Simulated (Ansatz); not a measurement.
Input file for Ansatz (an electronic-structure program): U-r2SCAN/def2-TZVPP on HMg (SMILES [MgH]).

Ansatz 0.2 input:
```yaml
crystal:
  periodic: [false, false, false]
  atoms:
    - {symbol: Mg, position_ang: [-0.00000000, -0.00000000, -0.87150148]}
    - {symbol: H, position_ang: [0.00000000, 0.00000000, 0.87150148]}
basis:
  gaussian:
    orbitals: def2-TZVPP
hamiltonian:
  xc: {name: r2SCAN}
magnetization: {spin_polarized: true, initial_magnetization: 1}
```

Task: Predict the final total energy.

Result: -200.5929 hartree.
